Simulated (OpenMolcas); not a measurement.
Computed levels of Co4+

```json
{
 "Program": "OpenMolcas 26.06",
 "Method": "SS-CASPT2, IPEA 0.25 Eh, imaginary shift 0.1 Eh (closed shells correlated: 3s 3p)",
 "Basis": "ANO-RCC-VQZP [7s6p4d3f2g1h]",
 "Scalar Hamiltonian": "DKH2, point nucleus",
 "Active space": "5 electrons in 5 orbitals (3d)",
 "State averaging": "2S+1 = 6 even, 1 root; 2S+1 = 4 even, 24 roots; 2S+1 = 2 even, 75 roots",
 "Spin-orbit coupling": "RASSI with atomic mean-field integrals over the reference wave functions, term energies averaged over their components"
}
```

With spin-orbit coupling, above the lowest level:

```
Configuration   Term     J  E (cm⁻¹)  Measured (cm⁻¹)      g  Term weight %    Second
          3d⁵     ⁶S   5/2       0.0              0.0  2.002            100          
          3d⁵     ⁴G   5/2     38420                   0.572            100          
          3d⁵     ⁴G   7/2     38470                   0.985            100          
          3d⁵     ⁴G  11/2     38480            37218  1.273            100          
          3d⁵     ⁴G   9/2     38490                   1.172            100          
          3d⁵     ⁴P   5/2     42360            40753  1.583             92      7 ⁴D
          3d⁵     ⁴P   3/2     42490            40891  1.703             94      6 ⁴D
          3d⁵     ⁴P   1/2     42630            41024  2.617             98          
          3d⁵     ⁴D   7/2     46110            44709  1.428            100          
          3d⁵     ⁴D   1/2     46250            44908  0.050             98          
          3d⁵     ⁴D   3/2     46370                   1.230             94      6 ⁴P
          3d⁵     ⁴D   5/2     46390                   1.387             93      7 ⁴P
          3d⁵     ²I  11/2     56140                   0.925             99          
          3d⁵     ²I  13/2     56260                   1.077            100          
          3d⁵  ²D(1)   5/2     59350            57083  1.111             72  26 ²F(1)
          3d⁵  ²D(1)   3/2     60090            57823  0.776             94      6 ⁴F
          3d⁵  ²F(1)   7/2     61980            59455  1.143             97          
          3d⁵  ²F(1)   5/2     62850                   0.961             51     37 ⁴F
          3d⁵     ⁴F   9/2     63040            60830  1.328             97   3 ²G(1)
          3d⁵     ⁴F   7/2     63120            60974  1.235             97          
          3d⁵     ⁴F   3/2     63380                   0.424             94   6 ²D(1)
          3d⁵     ⁴F   5/2     63410                   1.016             61  22 ²F(1)
          3d⁵     ²H   9/2     67210            64742  0.962             75  24 ²G(1)
          3d⁵     ²H  11/2     67830            65284  1.090             99          
          3d⁵  ²G(1)   7/2     68560            66229  0.893             99          
          3d⁵  ²G(1)   9/2     69100            66760  1.065             73     25 ²H
          3d⁵  ²F(2)   5/2     72880                   0.859             99          
          3d⁵  ²F(2)   7/2     72930                   1.144             99          
          3d⁵     ²S   1/2     79570            76864  2.002            100          
          3d⁵  ²D(2)   3/2     88690                   0.800            100          
          3d⁵  ²D(2)   5/2     88780                   1.199            100          
          3d⁵  ²G(2)   9/2     99170            95709  1.111            100          
          3d⁵  ²G(2)   7/2     99200            95726  0.889            100          
          3d⁵     ²P   3/2    119380                   1.331             99          
          3d⁵     ²P   1/2    119460                   0.667            100          
          3d⁵  ²D(3)   5/2    129360                   1.200            100          
          3d⁵  ²D(3)   3/2    129420                   0.802             99
```

Against the 18 measured excited levels shown (Sugar and Corliss, J. Phys. Chem. Ref. Data 10, 1097 (1981)) the mean absolute deviation is 2200 cm-1; the largest miss in energy is 3d⁵ ²G_7/2(2): computed 99200, measured 95726 cm⁻¹ (+3.6 %).

Spin-orbit coupling puts the lowest level 51.6 cm⁻¹ below the lowest spin-free term.

CASPT2 does not keep the components of a term degenerate, so their means are used; among the terms shown or strongly mixed into the levels shown the widest spread is 180 cm-1 (3d⁵ ⁴F). Computed and measured levels are paired by configuration, term and J; levels that our copy of the source lacks, or whose pairing is in doubt (as where it misses far off the trend of its configuration), stay unpaired and out of the deviations. Only configurations of the active space appear.

The CASPT2 steps took 36 s on 1 thread of Arm Neoverse V1, with other jobs on the host; the integral step is not counted.

The term weight is that of the spin-free term in the level, not the purity of its configuration. A number in round brackets counts repeated terms of one configuration in the order of the reference energies.
